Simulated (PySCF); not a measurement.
Ionisation energy of As⁺ by level of theory

As⁺ [Ar] 3d10 4s2 4p2 (3P) → As²⁺ [Ar] 3d10 4s2 4p1 (2P), as a difference of total energies. Computed with PySCF 2.14 in aug-cc-pVQZ-PP with ECP10MDF, with scalar relativity through the core potential. Correlated levels: valence: 3s2 3p6 3d10 frozen. The calculations carry no spin-orbit coupling.

```
           method  ionisation energy (eV)
              UHF                  17.980
              LDA                  18.583
              PBE                  18.433
             PBE0                  18.505
           r2SCAN                  18.690
            wB97X                  18.288
            B97-3                  18.292
             MN15                  18.310
          wB97M-V                  18.339
    MP2 (valence)                  18.391
SCS-MP2 (valence)                  18.315
```

**Question.** How much does correlation contribute at MP2 (valence)?

**Answer.** 18.391 − (17.980) = 0.411 eV, measured against UHF.

The reference lies between the lowest fine-structure levels, while these numbers refer to the centres of the terms.

Errors of the correlated levels include the incompleteness of this basis and the frozen core.

For comparison: 18.589 eV (measured; NIST Atomic Spectra Database, ionization energies).
